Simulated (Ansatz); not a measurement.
C2H4FNOSi can be A, `C[SiH](F)N=C=O`, or B, `FC1N=C[SiH2]O1`.

Computed with Ansatz on PBE0-D4/def2-TZVP structures; ΔE is electronic, products minus reactants. CCSD(T)/CBS is the MP2 limit (def2-TZVPP, def2-QZVPP) plus CCSD(T) − MP2 in def2-TZVPP, frozen cores. Functionals use def2-TZVPP. B3LYP here is the variant with VWN-RPA as its local correlation; programs differ in this. Each species was taken in one conformer, which may not be the lowest.

A:

```xyz
10

C     1.3321   -0.2792   -0.8747
Si   -0.1674   -0.6795    0.1165
F    -1.2308   -1.4319   -0.8047
N    -0.8889    0.7596    0.6760
C    -1.6738    1.5049    1.1822
O    -2.4101    2.2638    1.6659
H     1.0748    0.3600   -1.7224
H     1.7962   -1.1909   -1.2579
H     2.0658    0.2467   -0.2591
H     0.1020   -1.5535    1.2782
```

B:

Z-matrix (Å, degrees):
```
C
N 1 1.451
O 1 1.386 2 113.6
F 1 1.361 2 107.3 3 120.2
H 1 1.094 2 109.5 3 -123.1
C 2 1.270 1 113.6 3 -0.8
Si 3 1.657 1 112.5 2 1.7
H 6 1.089 2 118.1 1 -179.2
H 7 1.482 3 111.3 1 -119.3
H 7 1.482 3 113.3 1 116.3
```

Question: Which isomer does CCSD(T)/CBS put lower? Give the gap. (An estimate is asked.)

Answer: Computed: A, by 313.1 kJ/mol.

Question: Give E(B) − E(A) in kJ/mol with B3LYP, MP2/def2-TZVPP, PBE0-D4, PBE-D4, HF/def2-TZVPP, CCSD/def2-TZVPP, ωB97M-V. (An estimate is asked.)

Answer: Computed: B3LYP 335.3, MP2/def2-TZVPP 336.5, PBE0-D4 312.4, PBE-D4 316.2, HF/def2-TZVPP 334.6, CCSD/def2-TZVPP 311.9, ωB97M-V 313.9. None reverses the order clearly.

Largest T1 diagnostic: 0.014.

The D4 term adds −5.0 kJ/mol with B3LYP and −2.3 kJ/mol with PBE0; it sums over pairs of atoms, weighted by their polarisabilities, and B3LYP, whose exchange is more repulsive, gets the larger term. From PBE to PBE0 (25 % exact exchange), in def2-TZVPP and without D4, E(B) − E(A) moves by −4.5 kJ/mol.
